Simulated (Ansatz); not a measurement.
Method: frozen-core CCSD(T)/cc-pVTZ // r2SCAN-D4/def2-TZVP (Ansatz, a quantum-chemistry and plane-wave program).

Ansatz 0.2 input:
```yaml
crystal:
  periodic: [false, false, false]
  atoms:
    - { symbol: C, position_ang: [0.723026, -0.224114, -0.021438] }
    - { symbol: C, position_ang: [-0.625171, 0.193639, 0.018468] }
    - { symbol: F, position_ang: [-1.388364, -0.073269, 0.986043] }
    - { symbol: F, position_ang: [-1.154822, 0.86161, -0.910611] }
    - { symbol: H, position_ang: [1.118369, -0.796438, 0.810791] }
    - { symbol: H, position_ang: [1.326962, 0.03857, -0.883249] }
basis:
  gaussian: { orbitals: cc-pVTZ }
correlation:
  method: ccsd_t
total_charge: 1
magnetization:
  spin_polarized: true
  initial_magnetization: 1
```

Output:

```
Functional definition: HF
895 factors; integrals over basis functions are off by at most 8.5e-4 eV
mean field evaluation 1: about -7493.8406 eV, gradient 3.4e1 eV
mean field evaluation 2: about -7493.8455 eV, gradient 3.4e1 eV
mean field evaluation 4: about -7497.4089 eV, gradient 2.5e0 eV
mean field evaluation 8: about -7497.4598 eV, gradient 1.6e-1 eV
mean field evaluation 16: about -7497.4468 eV, gradient 5.9e-1 eV
mean field -7497.46046710 eV, -275.5265902046 hartree, gradient 3.1e-6 eV, S^2 0.756562; 0 other end points of the search recorded, 0 dependent functions left out
4 core orbitals not correlated
reference -7497.46046710 eV, -275.5265902046 hartree; 12, 11 occupied and 132, 133 virtual orbitals, 895 factors
second order -20.86681140 eV of doubles, -0.00000000 eV of singles
cycle   1  -20.74235272 eV  change    1.2e-1 eV  update   1.0e-1
cycle   2  -21.21699726 eV  change   -4.7e-1 eV  update   3.2e-2
cycle   3  -21.34558769 eV  change   -1.3e-1 eV  update   1.9e-2
cycle   4  -21.33224909 eV  change    1.3e-2 eV  update   5.9e-3
cycle   5  -21.32916440 eV  change    3.1e-3 eV  update   2.7e-3
cycle   6  -21.33094172 eV  change   -1.8e-3 eV  update   8.4e-4
cycle   7  -21.33076327 eV  change    1.8e-4 eV  update   3.4e-4
cycle   8  -21.33077928 eV  change   -1.6e-5 eV  update   1.0e-4
cycle   9  -21.33082662 eV  change   -4.7e-5 eV  update   4.2e-5
cycle  10  -21.33080337 eV  change    2.3e-5 eV  update   1.1e-5
perturbative correction -0.75101976 eV, -0.0275994672 hartree
Total energy: -7519.54229023 eV, -276.3380822371 hartree
```

Cost: very roughly 100 core-seconds.
